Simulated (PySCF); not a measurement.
**Working out the ionisation energy of Zn²⁺**

Zn²⁺ [Ar] 3d10 (1S) → Zn³⁺ [Ar] 3d9 (2D). Computed with PySCF 2.14 in cc-pVDZ-DK (6s5p3d1f, 43 functions), with scalar relativity by spin-free X2C-1e. Frozen: [Ar]. Energies in hartree (1 hartree = 27.21139 eV):

| part | Zn²⁺ (lower) | Zn³⁺ (upper) |
| --- | --- | --- |
| UHF | -1793.360922 | -1791.998311 |
| MP2 opposite-spin | -0.231619 | -0.168934 |
| MP2 same-spin | -0.142186 | -0.103763 |

Problem. What does Hartree-Fock give?

Solution. (-1791.998311) − (-1793.360922) = 1.362611 hartree = 37.079 eV.

Problem. What do MP2 and SCS-MP2 (6/5 opposite-spin, 1/3 same-spin) give?

Solution. The opposite-spin parts differ by 1.706 eV and the same-spin parts by 1.046 eV. MP2: 37.079 + (1.706) + (1.046) = 39.831 eV. SCS-MP2: 37.079 + 1.2 × (1.706) + (1.046)/3 = 39.475 eV.

Reference: 39.723 eV (measured; NIST Atomic Spectra Database, ionization energies), between the lowest levels; spin-orbit coupling is absent from the calculation.

A double-zeta basis recovers only part of the correlation energy.

What remains against the reference includes basis incompleteness, the frozen core and correlation beyond second order.
